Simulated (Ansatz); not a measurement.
Compare A (`CC1C[SiH2]S1`) with its isomer B (`CC[Si]SC`).

Calculated with Ansatz (gas phase, PBE0-D4/def2-TZVP geometries, no zero-point term in ΔE). CCSD(T)/CBS adds triple-zeta CCSD(T) − MP2 to the extrapolated MP2 energy (def2 sets, frozen cores). Functionals use def2-TZVPP. B3LYP here is the variant with VWN-RPA as its local correlation; programs differ in this. Each species was taken in one conformer, which may not be the lowest.

Which isomer does CCSD(T)/CBS put lower? Give the gap. (Estimate.)

The calculation gave: A, by 76.8 kJ/mol.

Give E(B) − E(A) in kJ/mol with B2PLYP, PBE-D4, PBE0-D4, CCSD(T)/def2-TZVPP, HF/def2-TZVPP, ωB97M-V, B3LYP-D4. (An estimate is asked.)

Computed: B2PLYP 70.4, PBE-D4 63.7, PBE0-D4 78.0, CCSD(T)/def2-TZVPP 75.0, HF/def2-TZVPP 81.0, ωB97M-V 71.9, B3LYP-D4 60.1. None reverses the order clearly.

Largest T1 diagnostic: 0.014.

From PBE to PBE0 (25 % exact exchange), in def2-TZVPP and without D4, E(B) − E(A) moves by +14.6 kJ/mol.
